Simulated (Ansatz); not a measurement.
```xyz
3

Cl   -0.526   -0.121   -1.658
Ga    0.581    0.340    0.148
H    -0.055   -0.219    1.510
```

Charge 0, multiplicity 2.

Problem. List the r2SCAN/def2-TZVPP orbital energies in eV (Ansatz). (Best estimate.)

Solution. The calculation gave: α occupied: -10123.08, -2753.05, -1245.22, -1101.64, -1101.59, -1101.56, -254.41, -192.95, -192.84, -192.82, -148.80, -101.71, -101.53, -101.44, -21.73, -21.24, -21.24, -21.17, -21.09, -20.27, -11.70, -9.10, -8.20, -8.11, -5.66. α empty: -2.66, -0.04, 1.31, 3.73, 4.09, 4.52, 4.91, 5.09. β occupied: -10123.05, -2753.02, -1245.22, -1101.64, -1101.57, -1101.54, -254.40, -192.90, -192.83, -192.79, -148.78, -101.68, -101.49, -101.42, -21.65, -21.15, -21.14, -21.10, -20.99, -20.14, -11.19, -8.64, -8.16, -7.91. β empty: -3.62, -2.02, 0.42, 2.14, 4.07, 4.59, 5.07, 5.46. ⟨S²⟩ = 0.757.
